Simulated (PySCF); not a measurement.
# How the method moves the HOMO and LUMO of `B[C@H]1[SiH2]C1=C`

C3H7BSi.
Z-matrix (Å and degrees, PBE0-D3(BJ)/def2-SVP geometry), rows numbered from 1:
```
B 
C   1  1.5091
Si  2  1.9766  1   89.20
C   2  1.4800  1  123.38  3    55.18
C   4  1.3290  2  137.57  3  -175.40
H   1  1.2123  2  120.34  3   -64.92
H   1  1.2090  2  119.50  3   113.97
H   2  1.1008  1  119.39  3  -117.07
H   3  1.4833  2  114.00  4   107.76
H   3  1.4800  2  123.23  4  -104.80
H   5  1.0931  4  121.35  2   176.74
H   5  1.0961  4  121.24  2    -3.94
```

Basis pcSseg-2 throughout (PySCF), one geometry. Geometry: PBE0-D3(BJ)/def2-SVP, one conformer, isolated molecule.

Problem. How do the orbital energies, the gap and the dipole change with the method?

Solution. 
| method | kind | HOMO (eV) | LUMO (eV) | gap (eV) | μ (D) | SCF cycles |
| --- | --- | --- | --- | --- | --- | --- |
| BLYP | GGA | -6.09 | -1.90 | 4.18 | 1.94 | 15 |
| B97-D | GGA | -6.17 | -1.93 | 4.23 | 1.90 | 16 |
| OPBE | GGA | -6.24 | -2.03 | 4.21 | 1.93 | 16 |
| KT3 | GGA | -6.26 | -2.04 | 4.22 | 1.88 | 16 |
| PBE | GGA | -6.27 | -2.09 | 4.18 | 1.95 | 15 |
| KT2 | GGA | -6.28 | -2.07 | 4.21 | 1.88 | 16 |
| BP86 | GGA | -6.35 | -2.14 | 4.21 | 1.94 | 15 |
| LDA | LDA | -6.43 | -2.27 | 4.16 | 1.99 | 15 |
| B97-2 | global hybrid | -7.00 | -1.17 | 5.83 | 1.92 | 14 |
| B3LYP | global hybrid | -7.04 | -1.33 | 5.71 | 1.94 | 14 |
| PBE0 | global hybrid | -7.26 | -1.16 | 6.10 | 1.95 | 14 |
| mPW1PW91 | global hybrid | -7.27 | -1.16 | 6.11 | 1.94 | 14 |
| BHandHLYP | global hybrid | -8.08 | -0.12 | 7.96 | 1.94 | 12 |
| CAM-B3LYP | range-separated hybrid | -8.46 | -0.04 | 8.42 | 1.97 | 13 |
| wB97X-D | range-separated hybrid | -9.01 | 0.63 | 9.64 | 1.95 | 13 |
| HF | Hartree–Fock | -9.35 | 2.05 | 11.41 | 1.92 | 11 |
| LC-wPBE | range-separated hybrid | -9.76 | 1.03 | 10.79 | 1.99 | 13 |

The HOMO spans 3.68 eV, from BLYP down to LC-wPBE, and the gap runs from 4.16 eV (LDA) to 11.41 eV (HF). Over the methods BLYP (0 %), B97-D (0 %), OPBE (0 %), KT3 (0 %), PBE (0 %), KT2 (0 %), BP86 (0 %), LDA (0 %), B97-2 (21 %), B3LYP (20 %), PBE0 (25 %), mPW1PW91 (25 %), BHandHLYP (50 %), HF (100 %), a straight line through the gap against the share of exact exchange rises by 0.73 eV for each 10 % (correlation coefficient 1.000). The dipole ranges from 1.88 D (KT3) to 1.99 D (LC-wPBE). This basis has no diffuse functions.
